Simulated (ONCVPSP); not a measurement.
## Reading a pseudo-wave (antimony)

Columns: radius, all-electron u(r) and pseudo u(r) of the 4p shell (level -101.63 eV) of antimony in the configuration [Ar] 3d10 4s2 4p6 4d10 5s2 5p3; PBEsol, scalar-relativistic, ONCV scheme, ONCVPSP 4.0.1.

```tsv
r (bohr)	all-electron	pseudo
0.080	0.4056	0.0368
0.160	-0.3305	0.1421
0.240	-0.6933	0.3011
0.320	-0.4605	0.4927
0.400	0.0347	0.6923
0.480	0.5306	0.8763
0.560	0.9068	1.0252
0.640	1.1363	1.1265
0.720	1.2364	1.1750
0.800	1.2401	1.1727
0.880	1.1801	1.1271
0.960	1.0829	1.0488
1.040	0.9682	0.9496
1.120	0.8490	0.8405
1.200	0.7336	0.7305
1.280	0.6267	0.6259
1.360	0.5305	0.5304
1.440	0.4458	0.4458
1.520	0.3725	0.3724
1.600	0.3097	0.3096
1.680	0.2565	0.2564
1.760	0.2117	0.2116
1.840	0.1743	0.1742
1.920	0.1431	0.1431
2.000	0.1173	0.1172
2.080	0.0959	0.0959
```

Task: How many radial nodes do the two functions have?

Result: The all-electron 4p function has n − l − 1 = 2; the pseudo-wave has 0, since the states of the same l below it are removed with the core.

Task: At about which radius was the pseudo-wave matched?

Result: 1.60 bohr. The columns agree to 0.0005 from 1.36 bohr on; several derivatives are matched, so the curves merge somewhat inside the radius.

Task: Is the pseudo-wave norm-conserving?

Result: Yes: the ONCV scheme keeps the norm inside the radius equal to the all-electron one, which fixes the energy derivative of the logarithmic derivative at the level.
